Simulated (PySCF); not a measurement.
H$_{2}$Cl$_{3}$NTi, charge +1, doublet, at a GFN2-xTB geometry (such geometries of metal compounds can be far from the true shape) (the multiplicity is a formal guess). Base run: DF-B3LYP/def2-SV(P) (PySCF).

Input for PySCF:
```python
from pyscf import gto, scf, dft

mol = gto.Mole()
mol.atom = '''
    Ti   -0.15933157   -0.28753756   -0.03001478
    Cl    1.81496282   -0.36330626   -0.82880679
    Cl    0.04958993    0.37113781    1.98970337
    Cl   -1.03069202    1.41270484   -0.99761125
    N    -1.11563369   -1.86527973   -0.22119152
    H    -0.92094631   -2.61967004   -0.89011522
    H    -1.93995560   -2.14666456    0.32293042
'''
mol.basis = 'def2-sv(p)'
mol.charge = 1
mol.spin = 1
mol.verbose = 4
mol.build()

mf = dft.UKS(mol)
mf.xc = 'b3lyp'
mf = mf.density_fit(auxbasis='def2-universal-jkfit')
mf.kernel()
```

Variants of this job, named by their change:

```tsv
change	basis functions	E (Eh)	HOMO (eV)
base	96	-2285.34086	-13.72
basis = ANO-RCC-VDZP; relativity = spin-free X2C; nucleus = Gaussian (with mol.nucmod = 'G'; without mf = mf.density_fit(auxbasis='def2-universal-jkfit'))	112	-2294.69309	-13.77
basis = cc-pVDZ-DK; relativity = spin-free X2C; nucleus = Gaussian (with mol.nucmod = 'G'; without mf = mf.density_fit(auxbasis='def2-universal-jkfit'))	121	-2294.62709	-13.76
basis = x2c-TZVPall; relativity = spin-free X2C; nucleus = Gaussian (with mol.nucmod = 'G'; without mf = mf.density_fit(auxbasis='def2-universal-jkfit'))	202	-2294.67892	-13.73
basis = cc-pVDZ-DK; relativity = none (without mf = mf.density_fit(auxbasis='def2-universal-jkfit'))	121	-2283.26810	-13.79
basis = ANO-RCC-VDZP; relativity = none (without mf = mf.density_fit(auxbasis='def2-universal-jkfit'))	112	-2283.21777	-13.79
basis = x2c-TZVPall; relativity = spin-free X2C (without mf = mf.density_fit(auxbasis='def2-universal-jkfit'))	202	-2294.68197	-13.73
basis = cc-pVDZ-DK; relativity = spin-free X2C (without mf = mf.density_fit(auxbasis='def2-universal-jkfit'))	121	-2294.63039	-13.76
basis = ANO-RCC-VDZP; relativity = spin-free X2C (without mf = mf.density_fit(auxbasis='def2-universal-jkfit'))	112	-2294.69643	-13.77
basis = x2c-TZVPall; relativity = none (without mf = mf.density_fit(auxbasis='def2-universal-jkfit'))	202	-2284.15429	-13.75
```

Total energies compare only within one method and basis.

Open shells are given as the SCF converged; they aren't shown to be the lowest states, and a large step between rows can be another state.

Basis sets contracted for a relativistic Hamiltonian are a mismatch without it, so the rows without relativity aren't non-relativistic limits. No row has spin-orbit coupling; sets with core potentials leave out the core electrons.
